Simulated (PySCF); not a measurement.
# Reading the logs of faulty runs: CGe2H7N

These are calculations, not measurements. The program is PySCF 2.14.0, an open-source quantum chemistry code, run on an isolated molecule that a program drew, which may never have been made. The molecule is CGe2H7N (charge 0, singlet), drawn as the SMILES string `[CH2]=[GeH][NH][GeH3]`.

Each row is a Hartree-Fock (HF) and frozen-core CCSD(T) single point in the cc-pVDZ basis, meant for a local HF minimum. Run 1 is clean. Each other run has one planted mistake out of seven kinds, and not every kind appears here: one electron removed, one electron added, multiplicity raised by two, geometry at a saddle point, minimal basis STO-3G, one bond length entered in bohr, all coordinates scaled. The reference is restricted for singlets and unrestricted otherwise, and also for a bond in bohr. Adding or removing an electron swaps singlet and doublet. Electrons count all cores. HOMO and LUMO are orbital energies over both spins, the gradient is its largest component, and the lowest frequency (negative if imaginary) is given only where the gradient is small. Bond lengths are over the 10 bonds as drawn. T1 is the CCSD diagnostic: over 0.02 (restricted) or 0.045 (unrestricted) a single reference is doubtful. Germanium has the cc-pVDZ-PP basis, with a core potential (ECP10MDF) in place of its 10 inner electrons, and its 3s, 3p and 3d shells are frozen in CCSD(T).

Geometry of the clean run:
```xyz
11
CGe2H7N, angstrom
C    -0.6762   -0.3589    2.4317
Ge   -1.5892    0.2836    1.0770
N    -0.8851    0.8284   -0.4972
Ge    0.8722    0.8090   -1.0660
H     0.3996   -0.4713    2.4146
H    -1.1949   -0.6375    3.3394
H    -3.0977    0.4593    1.0420
H    -1.5600    1.0695   -1.2002
H     1.2861   -0.5822   -1.5585
H     0.9842    1.8126   -2.2161
H     1.7566    1.2211    0.1095
```

| run | electrons | basis functions | <S^2> | HOMO (eV) | LUMO (eV) | gradient (hartree/bohr) | lowest frequency (cm^-1) | mean bond (Å) | longest bond (Å) | T1 | HF (hartree) | CCSD(T) (hartree) | mistake |
|---|---|---|---|---|---|---|---|---|---|---|---|---|---|
| 1 | 84 | 109 | 0.000 | -7.77 | 3.12 | 1.1e-05 | 50 | 1.4689 | 1.847 | 0.0141 | -683.09122 | -683.66648 | no fault |
| 2 | 84 | 109 | 1.064 | -7.09 | 2.61 | 2.5e-02 | - | 1.5651 | 2.044 | 0.0634 | -682.95976 | -683.52594 | one bond length entered in bohr |
| 3 | 84 | 109 | 2.027 | -4.84 | 1.27 | 8.6e-02 | - | 1.4689 | 1.847 | 0.0168 | -683.01161 | -683.55197 | multiplicity raised by two |
| 4 | 83 | 109 | 0.765 | -15.46 | -5.40 | 9.3e-02 | - | 1.4689 | 1.847 | 0.0236 | -682.86207 | -683.39568 | one electron removed |
| 5 | 84 | 109 | 0.000 | -8.11 | 3.83 | 1.0e-01 | - | 1.3293 | 1.672 | 0.0112 | -682.95996 | -683.51215 | ? |
| 6 | 85 | 109 | 0.770 | 1.71 | 7.50 | 5.3e-02 | - | 1.4689 | 1.847 | 0.0214 | -683.00204 | -683.58542 | ? |

**Which mistake was planted in run 5, and what did it cost?**

The mean and the longest bond both change by the same factor, 0.905, and the gradient is no longer small. So the mistake is: all coordinates scaled. Subtracting run 1 and multiplying by 627.51 kcal/mol a hartree, the energy moved by 82.4 kcal/mol in HF and 96.8 kcal/mol in CCSD(T).

**Which mistake was planted in run 6, and what did it cost?**

It counts 85 electrons, one more than the clean run, at the same geometry and basis. So the mistake is: one electron added. Subtracting run 1 and multiplying by 627.51 kcal/mol a hartree, the energy moved by 56.0 kcal/mol in HF and 50.9 kcal/mol in CCSD(T).

Cautions from the logs. Run 2: T1 is over the limit, so its CCSD(T) energy is less reliable; run 6: the HOMO is above zero, so the electron isn't bound and the energy depends on the basis.
